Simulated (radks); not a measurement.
Results of a calculation; reference values are marked as such.
The ruthenium ion Ru+, configuration [Kr] 4d7. Level of theory: Dirac Kohn-Sham, LB94 model potential, spin-unpolarised, spherical densities, finite nucleus; open shells fill j = l - 1/2 first; Fermi nuclear charge, rms radius 4.4809 fm (a radial shooting solver on a logarithmic mesh with Libxc functionals). Some entries of the table are withheld. Estimate them.

| orbital | occ. | eigenvalue (hartree) | <r^2> (bohr^2) | <1/r> (bohr^-1) |
|---|---|---|---|---|
| 1s1/2 | 2 | -810.6458 | 0.001504 | 45.92 |
| 2s1/2 | 2 | -117.4052 | 0.02481 | 10.51 |
| 2p1/2 | 2 | -108.7036 | (1) | 10.51 |
| 2p3/2 | 4 | -103.8309 | (2) | 9.951 |
| 3s1/2 | 2 | -21.24423 | 0.1854 | 3.612 |
| 3p1/2 | 2 | -17.83533 | 0.1817 | (3) |
| 3p3/2 | 4 | -17.01546 | 0.1913 | (4) |
| 3d3/2 | 4 | -10.95654 | 0.1733 | (5) |
| 3d5/2 | 6 | -10.79470 | 0.1763 | (6) |
| 4s1/2 | 2 | -3.30309 | 1.173 | 1.361 |
| 4p1/2 | 2 | -2.29076 | 1.405 | 1.236 |
| 4p3/2 | 4 | -2.16274 | 1.491 | 1.190 |
| 4d3/2 | 4 | (7) | 3.125 | 0.8406 |
| 4d5/2 | 3 | (8) | 3.205 | 0.8292 |

Answer. 
(1) 2p1/2 <r^2> (bohr^2): 0.01863
(2) 2p3/2 <r^2> (bohr^2): 0.01997
(3) 3p1/2 <1/r> (bohr^-1): 3.525
(4) 3p3/2 <1/r> (bohr^-1): 3.391
(5) 3d3/2 <1/r> (bohr^-1): 3.228
(6) 3d5/2 <1/r> (bohr^-1): 3.193
(7) 4d3/2 eigenvalue (hartree): -0.69788
(8) 4d5/2 eigenvalue (hartree): -0.68521
